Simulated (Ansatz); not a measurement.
H₇InN₂OSi (`[NH2][In]([NH2])[O][SiH3]`) from Hartree–Fock to CCSD(T)

```xyz
12

N     1.952   -1.915    0.738
In    0.930   -0.311    0.100
N     1.480    1.509   -0.551
O    -1.039   -0.618    0.117
Si   -2.359    0.287   -0.132
H     2.880   -2.042    0.361
H     1.442   -2.784    0.657
H     0.761    2.214   -0.460
H     2.348    1.878   -0.189
H    -3.319    0.147    0.999
H    -2.017    1.742   -0.252
H    -3.059   -0.108   -1.387
```

Charge 0, multiplicity 1. Correlated methods include outer-core shells of In, which these sets cover unevenly. In: def2 effective core potential. The geometry is a stationary point of PBE0-D4/def2-TZVP. It is one conformer, not always the lowest. Frozen core, restricted reference, Ansatz.

```tsv
basis	HF (Eh)	MP2 corr.	CCSD corr.	(T)	CCSD(T) total
def2-SVP	-665.79256	-0.72465	-0.77002	-0.02055	-666.58313
def2-TZVPP	-666.15066	-1.08819	-1.11250	-0.04054	-667.30370
def2-QZVPP	-666.17167	-1.33817	–	–	–
```
